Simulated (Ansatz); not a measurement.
`O[SiH2]C#C[SiH2]O` from Hartree–Fock to CCSD(T)

```json
{"atom": "O1", "x (Å)": "-2.306", "y (Å)": "2.313", "z (Å)": "0.310"}
{"atom": "Si2", "x (Å)": "-0.792", "y (Å)": "2.305", "z (Å)": "-0.321"}
{"atom": "C3", "x (Å)": "0.008", "y (Å)": "0.671", "z (Å)": "-0.107"}
{"atom": "C4", "x (Å)": "0.539", "y (Å)": "-0.409", "z (Å)": "0.059"}
{"atom": "Si5", "x (Å)": "1.341", "y (Å)": "-2.042", "z (Å)": "0.273"}
{"atom": "O6", "x (Å)": "0.323", "y (Å)": "-3.262", "z (Å)": "-0.137"}
{"atom": "H7", "x (Å)": "-2.416", "y (Å)": "2.033", "z (Å)": "1.220"}
{"atom": "H8", "x (Å)": "0.093", "y (Å)": "3.303", "z (Å)": "0.331"}
{"atom": "H9", "x (Å)": "-0.946", "y (Å)": "2.599", "z (Å)": "-1.761"}
{"atom": "H10", "x (Å)": "2.567", "y (Å)": "-2.030", "z (Å)": "-0.564"}
{"atom": "H11", "x (Å)": "1.677", "y (Å)": "-2.249", "z (Å)": "1.697"}
{"atom": "H12", "x (Å)": "-0.089", "y (Å)": "-3.232", "z (Å)": "-1.001"}
```

Charge 0, multiplicity 1. The geometry is a stationary point of PBE0-D4/def2-TZVP. It is one conformer, not always the lowest. Frozen core, restricted reference, Ansatz 0.2.0. CBS rows extrapolate triple and quadruple zeta; past MP2 they add the triple-zeta difference.

```json
{"basis": "def2-SVP", "HF (Eh)": "-806.50955", "MP2 corr.": "-0.80697"}
{"basis": "def2-TZVPP", "HF (Eh)": "-807.01201", "MP2 corr.": "-1.01539"}
{"basis": "def2-QZVPP", "HF (Eh)": "-807.04104", "MP2 corr.": "-1.09282"}
```

Problem. Estimate the CCSD correlation energy and the (T) correction in each basis where they were run (hartree).

Solution. 
```
     basis  CCSD corr.       (T)
  def2-SVP    -0.85459  -0.02573
def2-TZVPP    -1.05250  -0.04386
 CBS(def2)    -1.18729     as TZ
```
